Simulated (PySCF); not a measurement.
C3H7O, SMILES CC(C)=[OH+], charge +1.

Geometry optimised at B3LYP-D3(BJ)/def2-SVP. The isomer is the one that the SMILES or the coordinates give; other isomers of the formula were not compared.

Level of theory: B3LYP/def2-TZVP (PySCF).

The molecule is in vacuum.

```
Item                                                               Value
------------------------------------------------  ----------------------
total energy                                          -193.56117 hartree
highest occupied level                                         -16.27 eV
lowest empty level                                              -8.16 eV
orbital gap                                                      8.11 eV
dipole moment about the centre of nuclear charge                  1.55 D
mean static polarisability                          37.5 bohr³ (5.56 Å³)
polarisability, principal values                  29.2, 40.3, 43.0 bohr³
```
